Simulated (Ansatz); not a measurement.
Basis-set extrapolation for `CB[SiH]1C[SiH2]1` (PBE0-D4/def2-TZVP geometry, frozen core, the Gaussian-basis code of Ansatz). Multiplicity 1, RHF reference.

|  | def2-TZVPP | def2-QZVPP |
| --- | --- | --- |
| HF | -683.516673 | -683.538970 |
| MP2 correlation | -0.717225 | -0.762936 |
| CCSD(T) correlation | -0.813801 | not run |

Energies in hartree. Use E(X) = E(∞) + A·exp(−7.88·√X) for Hartree–Fock and E(X) = E(∞) + B·X^(−2.97) for correlation, with X = 3 and 4, and add CCSD(T) minus MP2 of the smaller set to the MP2 limit.

Task: What is the CCSD(T) energy at the basis-set limit?

Result: HF limit: -683.538970 + (-0.022297) × 0.13774 = -683.54204. MP2 limit: -0.762936 + (-0.045711) × 0.74074 = -0.79680. Higher-order term: -0.813801 − (-0.717225) = -0.09658. Total: -684.43542 hartree, 275.5 kJ/mol below CCSD(T)/def2-TZVPP.
